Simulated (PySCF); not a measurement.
CH7BFPSi.
SMILES: `B(C)(P[SiH3])F`

Jobs on this species (12 atoms, 56 electrons) with PySCF (density fitting). Hardware of each: one thread of an Arm Neoverse V1 (shared host). Other jobs ran on the host; a repeat could differ by tens of per cent or more. Peak memory is the resident size of the whole Python process, interpreter and libraries included.

```tsv
level and settings	work	basis functions	SCF cycles	wall time	peak memory
delta-SCF UKS SCAN, pcX-2 on the ionised atom, pcseg-1 elsewhere, non-relativistic	ΔSCF core ionisation, 7 holes	155	?	?	?
delta-SCF UKS PBE, pcX-2 on the ionised atom, pcseg-1 elsewhere, spin-free X2C	ΔSCF core ionisation, 7 holes	155	?	?	?
delta-SCF UKS B3LYP, pcX-2 on the ionised atom, pcseg-1 elsewhere, spin-free X2C	ΔSCF core ionisation, 7 holes	155	?	?	?
PBE0-D3(BJ)/def2-SVP, grid level 1	geometry optimisation from a GFN2-xTB start shaken at random	113	60	43 s	0.46 GiB
delta-SCF UKS HF, pcX-2 on the ionised atom, pcseg-1 elsewhere, spin-free X2C	ΔSCF core ionisation, 7 holes	155	103	32 s	0.54 GiB
delta-SCF UKS SCAN, pcX-1 on the ionised atom, pcseg-1 elsewhere, spin-free X2C	ΔSCF core ionisation, 7 holes	135	103	32 s	0.46 GiB
delta-SCF UKS SCAN, def2-TZVP on the ionised atom, pcseg-1 elsewhere, spin-free X2C	ΔSCF core ionisation, 7 holes	132	102	36 s	0.43 GiB
delta-SCF UKS SCAN, pcX-2 on the ionised atom, pcseg-1 elsewhere, spin-free X2C	ΔSCF core ionisation, 7 holes	155	105	38 s	0.62 GiB
delta-SCF UKS PBE0, pcX-2 on the ionised atom, pcseg-1 elsewhere, spin-free X2C	ΔSCF core ionisation, 7 holes	155	93	47 s	0.58 GiB
```

Question: Fill in the missing figures.

Answer: 
- delta-SCF UKS SCAN, pcX-2 on the ionised atom, pcseg-1 elsewhere, non-relativistic; ΔSCF core ionisation, 7 holes: 38 s, 0.60 GiB, 103 SCF cycles
- delta-SCF UKS PBE, pcX-2 on the ionised atom, pcseg-1 elsewhere, spin-free X2C; ΔSCF core ionisation, 7 holes: 24 s, 0.58 GiB, 102 SCF cycles
- delta-SCF UKS B3LYP, pcX-2 on the ionised atom, pcseg-1 elsewhere, spin-free X2C; ΔSCF core ionisation, 7 holes: 48 s, 0.73 GiB, 94 SCF cycles

Question: What do all jobs in the table cost together?

Answer: About 5.6 min; the longest takes about 14 % of that, and about 2 times as long as the shortest.
